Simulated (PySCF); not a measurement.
# Magnetisability: SMILES C([SiH2]OC(C)=O)CCl, C4H9ClO2Si

Molfile (atoms numbered from 1):
```
C4H9ClO2Si
     RDKit          3D

 17 16  0  0  0  0  0  0  0  0999 V2000
   -3.3725    0.0749    0.4731 C   0  0  0  0  0  0  0  0  0  0  0  0
   -2.2174   -0.1953   -0.4459 C   0  0  0  0  0  0  0  0  0  0  0  0
   -2.3044   -0.5614   -1.5855 O   0  0  0  0  0  0  0  0  0  0  0  0
   -1.0375    0.0098    0.1362 O   0  0  0  0  0  0  0  0  0  0  0  0
    0.3725   -0.2259   -0.7065 Si  0  0  0  0  0  4  0  0  0  0  0  0
    1.6688    0.2189    0.6062 C   0  0  0  0  0  0  0  0  0  0  0  0
    3.0603    0.0856    0.0388 C   0  0  0  0  0  0  0  0  0  0  0  0
    4.3021    0.4997    1.2594 Cl  0  0  0  0  0  0  0  0  0  0  0  0
   -3.2585    1.0593    0.9206 H   0  0  0  0  0  0  0  0  0  0  0  0
   -4.3076    0.0132   -0.0752 H   0  0  0  0  0  0  0  0  0  0  0  0
   -3.3671   -0.6621    1.2739 H   0  0  0  0  0  0  0  0  0  0  0  0
    0.4662   -1.6235   -1.1178 H   0  0  0  0  0  0  0  0  0  0  0  0
    0.4096    0.6824   -1.8491 H   0  0  0  0  0  0  0  0  0  0  0  0
    1.5707   -0.4309    1.4770 H   0  0  0  0  0  0  0  0  0  0  0  0
    1.5204    1.2402    0.9598 H   0  0  0  0  0  0  0  0  0  0  0  0
    3.2699   -0.9351   -0.2765 H   0  0  0  0  0  0  0  0  0  0  0  0
    3.2176    0.7623   -0.7995 H   0  0  0  0  0  0  0  0  0  0  0  0
  1  2  1  0
  2  3  2  0
  2  4  1  0
  4  5  1  0
  5  6  1  0
  6  7  1  0
  7  8  1  0
  1  9  1  0
  1 10  1  0
  1 11  1  0
  5 12  1  0
  5 13  1  0
  6 14  1  0
  6 15  1  0
  7 16  1  0
  7 17  1  0
M  END
```

Level of theory: GIAO CAM-B3LYP/pcSseg-1 magnetisability, rotational g tensor and spin-rotation constants, non-relativistic, gas phase (PySCF). Geometry: GFN2-xTB.

Question: What are the magnetisability and the molar susceptibility?

Answer: Isotropic -1449 × 10⁻³⁰ J/T², or -87.3 × 10⁻⁶ cm³/mol; principal values -1510, -1451, -1386 × 10⁻³⁰ J/T², anisotropy 108 × 10⁻³⁰ J/T² (root of half the summed squared differences of the principal values). The susceptibility is in cgs units.

Question: Split it along the inertial axes a, b, c into diamagnetic and paramagnetic parts about the centre of mass, with the quadrupole moment.

Answer: 
| axis | χ (10⁻⁶ cm³/mol) | diamagnetic (10⁻⁶ cm³/mol) | paramagnetic (10⁻⁶ cm³/mol) | summed x² of all electrons (Å²) | quadrupole Θ (D Å) |
| --- | --- | --- | --- | --- | --- |
| a | -89.7 | -360.7 | 271.0 | 621.2 | -11.81 |
| b | -84.7 | -2722.4 | 2637.8 | 64.5 | +4.37 |
| c | -87.4 | -2909.3 | 2822.0 | 20.5 | +7.44 |

Anisotropies 2χaa − χbb − χcc = -7.4 and 2χbb − χaa − χcc = +7.8 × 10⁻⁶ cm³/mol. Θ is traceless in Buckingham's convention.

Question: And the rotational g tensor?

Answer: 
| axis | rotational constant (GHz) | g | nuclear part | electronic part |
| --- | --- | --- | --- | --- |
| a | 5.4835 | -0.0554 | 0.6427 | -0.6981 |
| b | 0.4320 | -0.0073 | 0.5280 | -0.5353 |
| c | 0.4054 | -0.0067 | 0.5307 | -0.5374 |

Asymmetric top; isotopes 12C, 35Cl, 1H, 16O, 28Si; no vibrational averaging.
